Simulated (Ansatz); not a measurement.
Start from `F[Si@H]1O[C@@H]1Cl` and change one atom or group (the configuration at a centre changes too) to get `F[Si@@H]1O[C@H]1[SiH3]`.

Ansatz, PBE0-D4/def2-TZVP geometries, multiplicity 1. 

| property | `F[Si@H]1O[C@@H]1Cl` |
| --- | --- |
| LUMO energy (PBE/def2-TZVPP) / eV | -1.31 |
| LUMO energy (B3LYP/def2-TZVPP) / eV | -0.71 |
| HOMO energy (ωB97M-V/def2-TZVPP) / eV | -10.02 |
| HOMO–LUMO gap (ωB97M-V/def2-TZVPP) / eV | 11.34 |
| zero-point energy (PBE0-D4/def2-TZVP) / kJ/mol | 87.4 |
| HOMO–LUMO gap (PBE/def2-TZVPP) / eV | 5.17 |

Q: Give the same properties after the change, and the shifts. (Estimate.)

A: The calculation gave: 
```csv
property,`F[Si@@H]1O[C@H]1[SiH3]`,shift
LUMO energy (PBE/def2-TZVPP) / eV,-1.05,0.26
LUMO energy (B3LYP/def2-TZVPP) / eV,-0.44,0.27
HOMO energy (ωB97M-V/def2-TZVPP) / eV,-10.18,-0.16
HOMO–LUMO gap (ωB97M-V/def2-TZVPP) / eV,11.66,0.32
zero-point energy (PBE0-D4/def2-TZVP) / kJ/mol,149.8,62.4
HOMO–LUMO gap (PBE/def2-TZVPP) / eV,5.57,0.40
```

With PBE0 the HOMO falls by 0.15 eV and the LUMO rises by 0.26 eV, so the gap widens by about 0.41 eV. PBE moves the HOMO by -0.14 eV and ωB97M-V by -0.16 eV. The zero-point energy changes by 62.4 kJ/mol with +9 modes.

B3LYP here is the variant with VWN-RPA as its local correlation; programs differ in this.
